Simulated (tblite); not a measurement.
Start geometry of `CCS[C@@](C)(F)[SiH2]C` from a force field or distance geometry (Å):
```
atom  x, y, z in Å
C1     3.2317    0.6982    0.7753
C2     2.1950   -0.2273    0.1850
S3     0.5742    0.5425    0.1083
C4    -0.6168   -0.7932   -0.2303
C5    -0.6741   -1.0161   -1.7138
F6    -0.1805   -1.9843    0.3343
Si7   -2.3308   -0.3359    0.3661
C8    -2.3439    1.5013    0.6424
H9     3.9600    0.9997   -0.0007
H10    2.6815    1.6068    1.1384
H11    3.8069    0.2169    1.5873
H12    2.0945   -1.1194    0.8485
H13    2.5218   -0.4942   -0.8297
H14   -1.6471   -1.4784   -2.0058
H15   -0.4976   -0.0640   -2.2705
H16    0.1027   -1.7581   -2.0096
H17   -3.2979   -0.7593   -0.6399
H18   -2.5856   -1.0779    1.6189
H19   -2.6002    2.0091   -0.2998
H20   -3.0696    1.7304    1.4445
H21   -1.3332    1.8202    0.9509
```

Q: What comes out of this run: tblite, GFN2-xTB geometry optimisation, gas phase?

A: 
```
atom  x, y, z in Å
C1     3.3909    0.3045    0.8565
C2     2.2511   -0.2221    0.0075
S3     0.6725    0.5364    0.5567
C4    -0.5508   -0.6846   -0.0507
C5    -0.5399   -0.7750   -1.5632
F6    -0.1907   -1.9336    0.4573
Si7   -2.2650   -0.2370    0.7297
C8    -2.7805    1.4773    0.1145
H9     3.4764    1.3836    0.7492
H10    3.2174    0.0751    1.9051
H11    4.3273   -0.1552    0.5458
H12    2.1392   -1.2994    0.1256
H13    2.3990    0.0261   -1.0443
H14   -1.3206   -1.4577   -1.8949
H15   -0.7229    0.2100   -1.9836
H16    0.4170   -1.1465   -1.9280
H17   -3.1790   -1.2876    0.2671
H18   -2.0830   -0.2939    2.1784
H19   -3.0233    1.4677   -0.9446
H20   -3.6584    1.8274    0.6475
H21   -1.9855    2.2016    0.2679
```

The energy falls by 0.643 eV over 226 L-BFGS steps, the largest force on an atom goes from 1.64 to 0.008 eV/Å, and the atoms move by 0.810 Å rms after alignment. The bond that changes most is C4–Si7 (sp3 C–F carbon to SiH2 silicon), which lengthens by 0.064 Å. Bonds longer at the end by more than 0.005 Å: 8 of 20; shorter: 12. Among the angles that change most is C5–C4–Si7, from 108.4° to 115.0°. Among the dihedrals that turn most is H10–C1–C2–S3, from 7° to 59°. Rotational constants go from 2162, 888.6, 743.7 to 2318, 809.5, 728.3 MHz. The orientation of the end geometry is arbitrary; only internal coordinates are fixed.

Hardware: one thread of an Arm Neoverse N1, shared host with 64 logical CPUs at a one-minute load of 58. Cost: 3.4 s of wall time.

Its GFN2-xTB frequencies are all real (lowest 37 cm⁻¹). One conformer, not necessarily the lowest.

All values are computed, not measured.
